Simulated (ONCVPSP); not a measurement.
## Building the ONCV potential for technetium (PBE, scalar-relativistic).

| Property | Result |
| --- | --- |
| Element | Tc (Z = 43) |
| Generator | ONCVPSP 4.0.1 |
| Type | optimised norm-conserving Vanderbilt (ONCV) |
| Functional | PBE |
| Relativity | scalar-relativistic |
| Frozen core | [Ar] 3d10 |
| Valence charge | 15 |
| Reference configuration | 4s2 4p6 4d5 5s2 |
| Partial waves | 4s+5s: rc 1.75 bohr, ncon 4, nbas 8, qcut 6.7 1/bohr, 2 projectors; 4p: rc 1.80 bohr, ncon 4, nbas 9, qcut 6 1/bohr, 2 projectors, debl 0.6 Ha; 4d: rc 1.70 bohr, ncon 4, nbas 8, qcut 8.2 1/bohr, 2 projectors, debl 3.4 Ha; f scattering state at 0.46 Ha: rc 1.80 bohr, ncon 4, nbas 8, qcut 6.3 1/bohr, 2 projectors, debl 2.9 Ha |
| Local potential | polynomial inside 1.20 bohr (lpopt 5, dvloc0 3 Ha) |
| Core correction | Teter function, fcfact 4.25, rcfact 1.45 |

In the p channel the program set the typed energies aside and used -1.666, 0.250 Ha.

What the tests gave:

- Cutoffs needed: 22 Ha and 27 Ha (the cutoffs (Ha) at which the residual kinetic energy of the hardest occupied pseudo-wave falls to 1 and 0.1 mHa per electron) The cutoffs count occupied waves only; projector 2 of the f channel, the hardest unoccupied one, needs 89 Ha at the loose tolerance.
- Ghost test: no bound ghost flagged; GHOST(+) flagged for s at 203.0 eV
- Largest excitation error: -8.3 meV (all-electron minus pseudo) for 4s2 4p6 4d5 5s0, out of 4 test configurations
- rms error of d²Exc/dni dnj: 2.55 mHa without and 2.00 mHa with the model core

Generation and tests took about 5.2 s on one core of a shared server CPU.
